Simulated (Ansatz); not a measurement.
The cluster Cu₄O⁺ was relaxed with B3LYP-D4 (def2-SVP) in Ansatz in these states: charge +1 doublet, charge +1 quartet. The geometries follow in no particular order.

A:

```
atom    x (Å)    y (Å)    z (Å)
  O1   0.9266   0.1012  -0.8578
 Cu2  -0.8381   0.7270  -1.0740
 Cu3  -1.3048  -0.1429   1.2083
 Cu4   0.9601   0.8296   0.8802
 Cu5   0.2563  -1.5149  -0.1568
```

B:

```csv
atom,x (Å),y (Å),z (Å)
O1,-0.6416,0.9353,-0.4582
Cu2,-0.9232,-0.9384,-0.8513
Cu3,1.1232,-1.1256,0.6443
Cu4,-0.7856,0.2669,1.3198
Cu5,1.2271,0.8618,-0.6547
```

Judge from the bond lengths which geometry belongs to which state (an estimate).

A is the charge +1 doublet (Cu4–Cu5 2.658 Å, Cu2–Cu4 2.658 Å, Cu2–Cu5 2.658 Å); B is the charge +1 quartet (Cu4–Cu5 2.882 Å, Cu2–Cu4 2.487 Å, Cu2–Cu5 2.811 Å).

At PBE0-D4/def2-TZVP a doublet lies 2.33 eV below the charge +1 quartet. These are the stationary points nearest to one start from a short search; other shapes may lie lower in each state.
